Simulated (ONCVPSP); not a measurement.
**mercury: ONCV pseudisation with PBE, scalar-relativistic reference atom.**

The input file (ONCVPSP 4.0.1):

```
# ATOM AND REFERENCE CONFIGURATION
# atsym  z   nc   nv     iexc    psfile
  Hg 80.00    9    6        4      upf
#
#   n    l    f
    1    0    2.00
    2    0    2.00
    2    1    6.00
    3    0    2.00
    3    1    6.00
    3    2   10.00
    4    0    2.00
    4    1    6.00
    4    2   10.00
    4    3   14.00
    5    0    2.00
    5    1    6.00
    5    2   10.00
    6    0    1.75
    6    1    0.25
#
# PSEUDOPOTENTIAL AND OPTIMIZATION
# lmax
    3
#
#   l,   rc,      ep,       ncon, nbas, qcut
    0    1.45    0.00    4    7    7.70
    1    1.85    0.00    3    7    6.80
    2    1.60    0.00    4    9   10.10
    3    0.70    0.00    3    8   23.00
#
# LOCAL POTENTIAL
# lloc, lpopt,  rc(5),   dvloc0
    4    5    0.50    4.00
#
# VANDERBILT-KLEINMAN-BYLANDER PROJECTORs
# l, nproj, debl
    0    2    0.50
    1    2    3.80
    2    2    2.00
    3    1    2.30
#
# MODEL CORE CHARGE
# icmod, fcfact, rcfact
    1    0.65    0.00
#
# LOG DERIVATIVE ANALYSIS
# epsh1, epsh2, depsh
   -6.00    5.00    0.04
#
# OUTPUT GRID
# rlmax, drl
    6.00    0.01
#
# TEST CONFIGURATIONS
# ncnf
    4
# nvcnf
#   n    l    f
    6
    4    3   14.00
    5    0    2.00
    5    1    6.00
    5    2   10.00
    6    0    2.00
    6    1    0.00
#
    6
    4    3   14.00
    5    0    2.00
    5    1    6.00
    5    2   10.00
    6    0    1.00
    6    1    0.00
#
    6
    4    3   14.00
    5    0    2.00
    5    1    6.00
    5    2   10.00
    6    0    0.00
    6    1    0.00
#
    6
    4    3   14.00
    5    0    2.00
    5    1    6.00
    5    2   10.00
    6    0    1.00
    6    1    1.00
#
```

Command:

```bash
oncvpsp.x < Hg.dat > Hg.out
```

The program printed (shortened: citation, most of the input echo, consistency checks and plot data are left out):

```
ONCVPSP  (Optimized Norm-Conservinng Vanderbilt PSeudopotential)
scalar-relativistic version 4.0.1

#   n    l    f        energy (Ha)
    1    0    2.00    -3.0571327E+03
    2    0    2.00    -5.4183029E+02
    2    1    6.00    -4.6714386E+02
    3    0    2.00    -1.2859491E+02
    3    1    6.00    -1.0702158E+02
    3    2   10.00    -8.4351778E+01
    4    0    2.00    -2.8292281E+01
    4    1    6.00    -2.1221172E+01
    4    2   10.00    -1.2838745E+01
    4    3   14.00    -3.5464413E+00
    5    0    2.00    -4.3660063E+00
    5    1    6.00    -2.4674733E+00
    5    2   10.00    -3.8451915E-01
    6    0    1.75    -2.6696391E-01
    6    1    0.25    -5.0301965E-02

Reference configufation results
  iterations    26
  all-electron total energy (Ha)   -1.96226580D+04

Begin loop to  construct optimized pseudo wave functions
and semi-local pseudopoentials for all angular momenta

Calculating optimized projector #   1

 for l=   0

    Fraction of norm inside rc  0.955987
    Optimizing pswf for qcut=   7.71 a_B^-1,  ecut=  29.70 Ha
    Residual kinetic energy error=  7.57D-05 Ha

    Energy error per electron        Cutoff
         Ha          eV             Ha
         0.01000     0.27211       19.66
         0.00100     0.02721       24.96
         0.00010     0.00272       29.66
         0.00001     0.00027       59.84

Calculating optimized projector #   2

 for l=   0

    Fraction of norm inside rc  0.066292
    Optimizing pswf for qcut=   7.71 a_B^-1,  ecut=  29.70 Ha
    Residual kinetic energy error=  9.24D-05 Ha

    Energy error per electron        Cutoff
         Ha          eV             Ha
         0.01000     0.27211       17.12
         0.00100     0.02721       24.21
         0.00010     0.00272       29.88
         0.00001     0.00027       67.25

Calculating optimized projector #   1

 for l=   1

    Fraction of norm inside rc  0.973506
    Optimizing pswf for qcut=   6.79 a_B^-1,  ecut=  23.06 Ha
    Residual kinetic energy error=  1.20D-06 Ha

    Energy error per electron        Cutoff
         Ha          eV             Ha
         0.01000     0.27211       13.14
         0.00100     0.02721       16.38
         0.00010     0.00272       18.99
         0.00001     0.00027       21.28

Calculating optimized projector #   2

 for l=   1

    Fraction of norm inside rc  0.033219
    Optimizing pswf for qcut=   6.79 a_B^-1,  ecut=  23.06 Ha
    Residual kinetic energy error=  1.56D-07 Ha

    Energy error per electron        Cutoff
         Ha          eV             Ha
         0.01000     0.27211        8.50
         0.00100     0.02721       12.54
         0.00010     0.00272       15.76
         0.00001     0.00027       18.42

   Wellstate for l =  2  n =  7
     eigenvalue =   1.6155
     asymptotic potential =   2.1155
     half-point radius =  4.3567

Calculating optimized projector #   1

 for l=   2

    Fraction of norm inside rc  0.646466
    Optimizing pswf for qcut=  10.09 a_B^-1,  ecut=  50.88 Ha
    Residual kinetic energy error=  8.09D-09 Ha

    Energy error per electron        Cutoff
         Ha          eV             Ha
         0.01000     0.27211       17.60
         0.00100     0.02721       22.49
         0.00010     0.00272       26.56
         0.00001     0.00027       29.88

Calculating optimized projector #   2

 for l=   2

    Fraction of norm inside rc  0.068948
    Optimizing pswf for qcut=  10.09 a_B^-1,  ecut=  50.88 Ha
    Residual kinetic energy error=  2.24D-08 Ha

    Energy error per electron        Cutoff
         Ha          eV             Ha
         0.01000     0.27211       15.69
         0.00100     0.02721       20.84
         0.00010     0.00272       25.06
         0.00001     0.00027       28.99

Calculating optimized projector #   1

 for l=   3

    Fraction of norm inside rc  0.854962
    Optimizing pswf for qcut=  22.97 a_B^-1,  ecut= 263.85 Ha
    Residual kinetic energy error=  7.36D-05 Ha

    Energy error per electron        Cutoff
         Ha          eV             Ha
         0.01000     0.27211      214.82
         0.00100     0.02721      238.83
         0.00010     0.00272      260.15
         0.00001     0.00027      795.37

Construct Vanderbilt / Kleinmman-Bylander projectors

B matrix Hermiticity error, ll=   0
   1   2    7.9424E-04

  Orthonormal projector coefficients  4.8193E+01  3.0935E+00

B matrix Hermiticity error, ll=   1
   1   2    2.1447E-04

  Orthonormal projector coefficients  3.1310E+01  1.5066E+00

B matrix Hermiticity error, ll=   2
   1   2   -2.3991E-04

  Orthonormal projector coefficients  2.0199E+01  1.1788E+00

Model core correction analysis
  based on d2Exc/dn_idn_j

d2excae - all-electron derivatives

   -3.153900D-02   -1.118411D-02   -7.562487D-03   -3.150810D-03
   -8.658364D-04   -2.377350D-04
   -1.118405D-02   -3.046740D-02   -2.606654D-02   -1.351924D-02
   -1.524250D-03   -5.477458D-04
   -7.562951D-03   -2.607624D-02   -2.531342D-02   -1.613713D-02
   -1.636256D-03   -4.238017D-04
   -3.155082D-03   -1.361488D-02   -1.634356D-02   -1.504897D-02
   -2.555953D-03   -2.410368D-04
   -8.729180D-04   -1.690001D-03   -2.081803D-03   -3.424920D-03
   -1.678817D-03   -1.346085D-04
   -2.394437D-04   -5.883839D-04   -5.400552D-04   -5.237907D-04
   -2.556151D-04   -3.152437D-05

d2excps - pseudofunction derivatives with no core correction

   -5.840429D-02   -1.976433D-02   -1.242821D-02   -3.493586D-03
   -1.605273D-03   -4.233567D-04
   -1.976446D-02   -2.826583D-02   -2.536742D-02   -1.391499D-02
   -1.432914D-03   -5.205358D-04
   -1.242875D-02   -2.537711D-02   -2.470984D-02   -1.626394D-02
   -1.704733D-03   -4.213927D-04
   -3.497872D-03   -1.401059D-02   -1.647030D-02   -1.541940D-02
   -2.587072D-03   -2.452391D-04
   -1.612375D-03   -1.598629D-03   -2.150209D-03   -3.456138D-03
   -1.670109D-03   -1.352067D-04
   -4.250697D-04   -5.611584D-04   -5.376235D-04   -5.280137D-04
   -2.562314D-04   -3.148124D-05

rms 2nd derivative error    5.067427E-03

Polynomial model core charge

d2excps - pseudofunction derivatives with core correction

   -3.405858D-02   -1.368690D-02   -9.263426D-03   -2.963917D-03
   -1.031875D-03   -2.976186D-04
   -1.368690D-02   -2.488825D-02   -2.296912D-02   -1.328568D-02
   -1.165129D-03   -4.351502D-04
   -9.263910D-03   -2.297876D-02   -2.303865D-02   -1.581444D-02
   -1.520059D-03   -3.623894D-04
   -2.968190D-03   -1.338123D-02   -1.602075D-02   -1.530420D-02
   -2.542291D-03   -2.291144D-04
   -1.038959D-03   -1.330797D-03   -1.965477D-03   -3.411251D-03
   -1.647271D-03   -1.284165D-04
   -2.993278D-04   -4.757640D-04   -4.786043D-04   -5.118543D-04
   -2.494264D-04   -2.940177D-05

rms 2nd derivative error    1.499882E-03

Pseudoatom total energy -622.500208

Diagnostic tests using Vanderbilt-Kleinman-Bylander pseudopotentials
  1 or more projectors used as specified by nproj input data

   l    rcore       rmatch      e in        delta e   norm test  slope test

   0   1.4564923   1.5007145  -4.3660063   0.0000059   1.0003026   1.0002850
   0   1.4564923   1.5007145  -0.2669639   0.0000087   1.0000631   1.0000506

   1   1.8502372   1.9064144  -2.4674733   0.0000006   1.0002327   1.0002221
   1   1.8502372   1.9064144  -0.0503020   0.0000032   1.0000604   1.0000302

   2   1.6027872   1.6514513  -0.3845191  -0.0000067   1.0001046   1.0001119
   2   1.6027872   1.6514513   1.6154808  -0.0000186   1.0005543   1.0005543

   3   0.7020282   0.7233433  -3.5464413  -0.0003691   0.9999718   0.9999666

 Testing for bound ghosts
   n   l    E NL Schr. Eq   E Basis Diag.   E Cutoff

       0                      -44.515294     89.94  WARNING - GHOST(-)
   1   0       -4.366000       -4.365930     89.94
   2   0       -0.266955       -0.204146     89.94

       1                      -16.941076     65.79  WARNING - GHOST(-)
   2   1       -2.467473       -2.467319     65.79
   3   1       -0.050299        0.027267     65.79

   3   2       -0.384526       -0.382564    172.54

   4   3       -3.546810       -3.545600    602.27

 Testing for highly-localized positive-energy ghosts
       l    <radius>/rc     E Basis Diag.   E Cutoff

       0        0.780297        7.816082     89.94  WARNING - GHOST(+)

       2        0.238801        3.212651    172.54  WARNING - GHOST(+)

Test configuration 0

   n   l     f        eae           eps        diff
   1   0  2.0000-3057.13270984
   2   0  2.0000 -541.83029392
   2   1  6.0000 -467.14386446
   3   0  2.0000 -128.59490675
   3   1  6.0000 -107.02157679
   3   2 10.0000  -84.35177809
   4   0  2.0000  -28.29228056
   4   1  6.0000  -21.22117190
   4   2 10.0000  -12.83874508
   4   3 14.0000   -3.54644126   -3.54681034   -3.69D-04
   5   0  2.0000   -4.36600627   -4.36600035    5.92D-06
   5   1  6.0000   -2.46747328   -2.46747270    5.75D-07
   5   2 10.0000   -0.38451915   -0.38452587   -6.72D-06
   6   0  1.7500   -0.26696391   -0.26695525    8.66D-06
   6   1  0.2500   -0.05030197   -0.05029878    3.18D-06

    Total energies and differences
      AE_ref= -1.96226580D+04  AE_tst= -1.96226580D+04  dif=  0.00D+00
      PS_ref= -6.22500208D+02  PS_tst= -6.22500208D+02  dif=  6.03D-12
      PSP excitation error= -6.03D-12

Test configuration 1

   n   l     f        eae           eps        diff
   1   0  2.0000-3057.10986604
   2   0  2.0000 -541.80785834
   2   1  6.0000 -467.12143130
   3   0  2.0000 -128.57233851
   3   1  6.0000 -106.99900870
   3   2 10.0000  -84.32924789
   4   0  2.0000  -28.26962435
   4   1  6.0000  -21.19851959
   4   2 10.0000  -12.81610892
   4   3 14.0000   -3.52379465   -3.52346054    3.34D-04
   5   0  2.0000   -4.34312593   -4.34297331    1.53D-04
   5   1  6.0000   -2.44441305   -2.44438875    2.43D-05
   5   2 10.0000   -0.36236400   -0.36238936   -2.54D-05
   6   0  2.0000   -0.25051602   -0.25049214    2.39D-05

    Total energies and differences
      AE_ref= -1.96226580D+04  AE_tst= -1.96227115D+04  dif= -5.35D-02
      PS_ref= -6.22500208D+02  PS_tst= -6.22553719D+02  dif= -5.35D-02
      PSP excitation error=  1.51D-05

Test configuration 2

   n   l     f        eae           eps        diff
   1   0  2.0000-3057.44386625
   2   0  2.0000 -542.13923203
   2   1  6.0000 -467.45285296
   3   0  2.0000 -128.90426274
   3   1  6.0000 -107.33094002
   3   2 10.0000  -84.66095667
   4   0  2.0000  -28.60197174
   4   1  6.0000  -21.53085126
   4   2 10.0000  -13.14835009
   4   3 14.0000   -3.85607981   -3.85961254   -3.53D-03
   5   0  2.0000   -4.67663312   -4.67740345   -7.70D-04
   5   1  6.0000   -2.77914496   -2.77936509   -2.20D-04
   5   2 10.0000   -0.69244221   -0.69239200    5.02D-05
   6   0  1.0000   -0.54069072   -0.54076910   -7.84D-05

    Total energies and differences
      AE_ref= -1.96226580D+04  AE_tst= -1.96223187D+04  dif=  3.39D-01
      PS_ref= -6.22500208D+02  PS_tst= -6.22160779D+02  dif=  3.39D-01
      PSP excitation error= -1.49D-04

Test configuration 3

psatom: WARNING lschvkbb convergence error n,l,iter=   3   1   4
ea(ii),et,emin,emax -5.481407E-02 -6.029548E-02 -6.029548E-02 -6.029548E-02
run_config: WARNING for fully non-local PS atom, stg. 1
 WARNING no output for configuration 4

Test configuration 4

   n   l     f        eae           eps        diff
   1   0  2.0000-3057.19287276
   2   0  2.0000 -541.88927239
   2   1  6.0000 -467.20282655
   3   0  2.0000 -128.65429174
   3   1  6.0000 -107.08095992
   3   2 10.0000  -84.41105188
   4   0  2.0000  -28.35192339
   4   1  6.0000  -21.28079991
   4   2 10.0000  -12.89832208
   4   3 14.0000   -3.60604426   -3.60854391   -2.50D-03
   5   0  2.0000   -4.42623203   -4.42666120   -4.29D-04
   5   1  6.0000   -2.52812400   -2.52818738   -6.34D-05
   5   2 10.0000   -0.44220044   -0.44215203    4.84D-05
   6   0  1.0000   -0.30838828   -0.30843338   -4.51D-05
   6   1  1.0000   -0.07636088   -0.07636160   -7.25D-07

    Total energies and differences
      AE_ref= -1.96226580D+04  AE_tst= -1.96224895D+04  dif=  1.68D-01
      PS_ref= -6.22500208D+02  PS_tst= -6.22331695D+02  dif=  1.69D-01
      PSP excitation error= -6.39D-05
```

Note: ghosts flagged at negative energy: s at -1211.3 eV, p at -461.0 eV; GHOST(+) flagged for d at 87.4 eV, s at 212.7 eV. A true bound ghost makes a file unfit for plane-wave use.

The run took about 7.2 s on one core of a shared server CPU.
